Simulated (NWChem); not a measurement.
System: InCl₂F; SMILES [F][In]([Cl])[Cl]

Here is an NWChem input.

```
start job
memory heap 200 mb stack 900 mb global 1100 mb
geometry units angstroms noautoz
  In     0.000000     0.000000    -0.242159
  F      0.000000     0.000000    -2.205187
  Cl     2.055875     0.000000     0.868261
  Cl    -2.055875     0.000000     0.868261
end
basis spherical
  * library def2-svp
end
ecp
  In library def2-ecp
end
dft
  xc optx lyp
  iterations 150
  mulliken
end
task dft energy
```

All runs use the structure optimised with PBE-D3(BJ)/def2-SVP. def2 effective core potentials on In; no spin-orbit coupling.

### Question
What results follow from this input? (OLYP/def2-SVP with def2 effective core potentials on In.) Quantities: energy (Ha); highest occupied level (eV); orbital gap (eV); dipole (D).

### Answer
| Property | Result |
|---|---|
| energy (Ha) | -1210.35 |
| highest occupied level (eV) | -7.80 |
| orbital gap (eV) | 3.95 |
| dipole (D) | 0.74 |
